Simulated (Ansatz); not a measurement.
**A relaxation, step by step**

CH3BrCl (SMILES [Br-].CCl) (charge -1), closed shell, PBE0-D4/def2-TZVPD (Ansatz 0.2.0). Settings:

```yaml
hamiltonian: {xc: pbe0, dispersion: d4}
relax: {f_tol: 0.005, max_steps: 200}
```

Start (the SMILES describes the start alone):

```
atom    x (Å)    y (Å)    z (Å)
 Br1  -0.0852   0.7548  -2.7643
  C2   0.0121  -0.1080   0.3954
 Cl3   0.0679  -0.5954   2.1801
  H4   0.9852   0.3286   0.1266
  H5  -0.7933   0.6296   0.2645
  H6  -0.1868  -1.0096  -0.2023
```

| step | energy less the last (meV) | largest force component (eV/Å) |
| --- | --- | --- |
| 1 | 26.5 | 0.587 |
| 2 | 5.5 | 0.305 |
| 3 | 0.9 | 0.170 |
| 4 | 0.2 | 0.067 |
| 5 | 0.0 | 0.005 |
| 6 | 0.0 | 0.002 |

Step 2, positions (Å) and forces (eV/Å):

```csv
atom,x,y,z,Fx,Fy,Fz
Br1,-0.085,0.755,-2.766,-0.001,0.005,-0.017
C2,0.012,-0.108,0.394,0.007,-0.060,0.219
Cl3,0.067,-0.591,2.163,-0.010,0.083,-0.305
H4,0.976,0.323,0.133,-0.138,-0.058,0.025
H5,-0.785,0.621,0.269,0.114,-0.101,0.006
H6,-0.185,-1.002,-0.193,0.028,0.131,0.072
```

Step 3, positions (Å) and forces (eV/Å):

```
atom       x       y       z      Fx      Fy      Fz
 Br1  -0.086   0.757  -2.774  -0.001   0.005  -0.018
  C2   0.012  -0.109   0.400   0.005  -0.046   0.170
 Cl3   0.067  -0.588   2.153  -0.002   0.016  -0.057
  H4   0.971   0.320   0.137   0.018   0.015  -0.030
  H5  -0.781   0.617   0.272  -0.017   0.021  -0.028
  H6  -0.183  -0.997  -0.187  -0.005  -0.011  -0.037
```

Step 5, positions (Å) and forces (eV/Å):

```tsv
atom	x	y	z	Fx	Fy	Fz
Br1	-0.086	0.763	-2.794	0.000	0.000	-0.001
C2	0.013	-0.112	0.410	0.000	0.000	0.001
Cl3	0.067	-0.589	2.155	0.000	0.000	0.000
H4	0.969	0.319	0.139	0.005	0.002	0.001
H5	-0.779	0.615	0.274	-0.004	0.003	0.001
H6	-0.183	-0.997	-0.185	-0.001	-0.005	-0.001
```

Last step (6):

```xyz
6
angstrom
Br -0.0864 0.7634 -2.7956
C 0.0127 -0.1121 0.4106
Cl 0.0669 -0.5886 2.1554
H 0.9696 0.3192 0.1394
H -0.7796 0.6152 0.2746
H -0.1831 -0.9970 -0.1843
```

Hardware: 4 CPU threads of an AMD EPYC 9R45, shared host. Wall time about 6 s.
